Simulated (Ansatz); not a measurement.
A structure relaxed at r2SCAN-D4/def2-SVP in Ansatz, charge 0, singlet:

```xyz
24

In   -1.3933   -1.0101   -0.8709
In    0.9351    0.9178   -1.8211
In    0.2160    0.2125    1.6928
O     0.1097   -1.4489    3.3436
O    -1.8022   -0.2064    1.1626
O     0.4694    1.1104    3.4881
O    -2.9285   -2.2623   -1.1394
O    -1.2161    1.0607   -1.4379
O     0.4278   -1.3231    0.2905
O    -0.0332   -0.9396   -2.5691
O     1.5384    2.3107   -3.1350
O     0.8488    1.7086    0.2867
O     2.4183   -0.3061   -1.0114
H    -0.7752   -1.8420    3.2977
H     0.0794   -0.7808    4.0567
H    -2.5611    0.3662    1.3311
H     0.5934    2.0673    3.4388
H    -3.0007   -2.4774   -2.0805
H    -1.3703    1.6911   -0.7189
H     1.2847   -1.1753   -0.2291
H     0.6204   -1.6548   -2.5570
H     0.7811    2.5839   -3.6724
H     1.7217    2.0645    0.5157
H     3.0363   -0.6669   -1.6615
```

(1) Give its formula.

(2) Summarise the bond lengths by kind (pairs closer than 1.2 times the sum of covalent radii, bridged metal pairs left out).

Results:

(1) In3O10H11, a hydroxylated oxide cluster.

(2) 15 × In–O 2.00 to 2.34 Å; 11 × H–O 0.97 to 1.01 Å.

In the def2 sets In takes a core potential; there is no spin–orbit coupling.
